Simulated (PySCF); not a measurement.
BHO, SMILES B=O.

Geometry: PBE0-D3(BJ)/def2-TZVPD.

Two levels are set side by side: TDA-PBE/def2-TZVPD (PySCF) and ADC(3)/aug-cc-pVDZ (PySCF). Vertical, same geometry; the bases differ. Differences are taken from unrounded values.

```csv
quantity,ADC(3)
lowest singlet excitation (eV),8.34
```

What does TDA-PBE give, and how far is it from ADC(3)? (The exact figures need the calculation; the answer reports its results.)


| quantity | TDA-PBE | TDA-PBE minus ADC(3) |
|---|---|---|
| lowest singlet excitation (eV) | 7.82 | -0.52 |

A lower first singlet is the usual sign of a functional without exact exchange. Differences between two approximate levels are no errors against the true value.

Rough cost on one machine, each run with all the roots and properties that it gave: ADC(3) against TDA-PBE about 20 times.
